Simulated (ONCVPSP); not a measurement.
An all-electron radial function and its pseudo partner (calcium)

Columns: radius, all-electron u(r) and pseudo u(r) of the 3p shell (level -28.06 eV) of calcium in the configuration [Ne] 3s2 3p6 4s2; PW91, scalar-relativistic, ONCV scheme, ONCVPSP 4.0.1.

```tsv
r (bohr)	all-electron	pseudo
0.115	-0.3667	0.0289
0.230	-0.4583	0.1124
0.345	-0.2199	0.2416
0.460	0.1221	0.4006
0.575	0.4379	0.5684
0.690	0.6791	0.7222
0.805	0.8384	0.8425
0.920	0.9244	0.9181
1.035	0.9524	0.9472
1.150	0.9383	0.9361
1.265	0.8962	0.8957
1.380	0.8369	0.8368
1.495	0.7684	0.7684
1.610	0.6966	0.6965
1.725	0.6250	0.6250
1.840	0.5564	0.5563
1.955	0.4921	0.4921
2.070	0.4329	0.4329
2.185	0.3793	0.3793
2.300	0.3311	0.3311
2.415	0.2883	0.2883
2.530	0.2504	0.2504
2.645	0.2171	0.2171
2.760	0.1880	0.1880
2.875	0.1626	0.1626
2.990	0.1405	0.1405
```

(1) How many radial nodes do the two functions have?

(2) At about which radius was the pseudo-wave matched?

(3) Where does each function peak?

(4) Is the pseudo-wave norm-conserving?

## Answers

(1) The all-electron 3p function has n − l − 1 = 1; the pseudo-wave has 0, since the states of the same l below it are removed with the core.

(2) 1.45 bohr. The columns agree to 0.0005 from 1.26 bohr on; several derivatives are matched, so the curves merge somewhat inside the radius.

(3) Outermost all-electron maximum near 1.03 bohr, pseudo maximum near 1.03 bohr (to the table’s step).

(4) Yes: the ONCV scheme keeps the norm inside the radius equal to the all-electron one, which fixes the energy derivative of the logarithmic derivative at the level.
